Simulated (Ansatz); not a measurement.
The same atomization along the group C, Si, Ge, Sn.

Calculated with Ansatz (gas phase, PBE0-D4/def2-TZVP geometries, no zero-point term in ΔE). CCSD(T)/CBS is the MP2 limit (def2-TZVPP, def2-QZVPP) plus CCSD(T) − MP2 in def2-TZVPP, frozen cores. This one scheme is used for every species, atoms too. Open shells (•) are unrestricted, without spin–orbit coupling. Spin–orbit coupling would lower the free atoms: a little for C, Cl, F, Si; clearly for Ge; strongly for Sn. def2 core potentials past Kr. For Ge, Sn outer-core shells are correlated without core-valence functions, so the limit isn't a true one: a few kJ/mol of doubt a bond, and 10 to 20 or more in all where bonds break to atoms. Scalar relativity is left out up to krypton.

Task: Order these by ΔE at CCSD(T)/CBS, lowest first. (An estimate is asked.)
A. `FC(Cl)(Cl)Cl` → C• + 3 Cl• + F•
B. `[F][Ge]([Cl])([Cl])[Cl]` → Ge• + 3 Cl• + F•
C. `F[Si](Cl)(Cl)Cl` → Si• + 3 Cl• + F•
D. `[F][Sn]([Cl])([Cl])[Cl]` → Sn• + 3 Cl• + F•

Result: D (+15.00 eV), A (+15.24 eV), B (+15.92 eV), C (+18.79 eV).

Largest T1 diagnostic: 0.012, for `[F][Sn]([Cl])([Cl])[Cl]`.

For atomizations the MP2-based limit and the directly extrapolated one differ by several kJ/mol either way, and by 10 to 25 for some Ge, Se and Sn compounds, so smaller differences from it don't rank the levels.
